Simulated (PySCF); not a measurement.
AsH5OSi, SMILES O[SiH2][AsH2]. The structure is a stationary point at PBE0-D3(BJ)/def2-SVP. One conformer was computed; it need not be the lowest.

Calculation: PBE0-D3(BJ)/def2-SVP (PySCF).

Harmonic wavenumbers (cm⁻¹): 146, 160, 239, 352, 415, 575, 673, 759, 826, 891, 901, 939, 997, 2204, 2206, 2226, 2265, 3931. Rotational constants (GHz): 16.16, 2.218, 2.043; symmetry number 1.

### Question
Work out the zero-point energy and the ideal-gas rigid-rotor harmonic-oscillator thermochemistry at 298.15 K and 1 atm.

### Answer
ZPE = ½ Σ hcν = ½ × 20706 cm⁻¹ = 123.85 kJ/mol. H − E(el) = 141.87 kJ/mol. Entropy in J/(mol K): translation 168.87, rotation 108.31, vibration 45.63, total 322.81. G − E(el) = 45.62 kJ/mol. Cp = 90.76 J/(mol K). Modes under 150 cm⁻¹ make the vibrational entropy uncertain.
